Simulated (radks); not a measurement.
Species: Ne. Configuration: [Ne]. All-electron calculation, non-relativistic Kohn-Sham, TPSS, spin-polarised, spherical densities, point nucleus; meta-GGA in the generalised Kohn-Sham scheme. Program: a radial shooting solver on a logarithmic mesh with Libxc functionals. Some entries of the table are withheld. Estimate them.

| orbital | occ. | eigenvalue (eV) | <r^2> (bohr^2) |
|---|---|---|---|
| 1s | 2 | (1) | (2) |
| 2s | 2 | (3) | 0.9789 |
| 2p | 6 | -13.5038 | (4) |

Answer. 
(1) 1s eigenvalue (eV): -834.2778
(2) 1s <r^2> (bohr^2): 0.03363
(3) 2s eigenvalue (eV): -37.1059
(4) 2p <r^2> (bohr^2): 1.288
